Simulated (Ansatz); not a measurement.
Species: sum formula Si2NH6, net charge -1, singlet state. It need not be the lowest isomer of its formula. Whether it binds its extra electron was not tested at this geometry. 
Structure (B3LYP-D3(BJ)/def2-TZVP (Ansatz, a program for electronic structure) minimum search):
SMILES: [SiH2-]N[SiH3]
```xyz
9

Si     1.6478    -0.2973     0.2648
N      0.0539    -0.1436    -0.6654
Si    -1.4475     0.3041    -0.0318
H      1.5037     0.9600     1.1545
H      1.1403    -1.2263     1.3887
H      0.1467    -0.1876    -1.6660
H     -1.9437    -0.6122     1.0376
H     -2.5118     0.3066    -1.0991
H     -1.5159     1.6693     0.5806
```
Charge -1, spin multiplicity 1.

Basis-set convergence of Hartree-Fock and CCSD(T) correlation energies (hartree) with Ansatz. Cores are frozen in the correlated levels unless marked. Spin-orbit coupling is left out. No relativistic terms. This anion needs diffuse functions, which these sets lack.

```csv
basis,functions,E(HF),"E(corr, CCSD(T))"
cc-pV(D+d)Z,90,-635.81843,-0.45136
cc-pV(T+d)Z,192,-635.86935,-0.55084
cc-pV(Q+d)Z,363,?,?
```

Q: What belongs in the gaps?

A: 
- cc-pV(Q+d)Z, E(HF): -635.88378
- cc-pV(Q+d)Z, E(corr, CCSD(T)): -0.58189
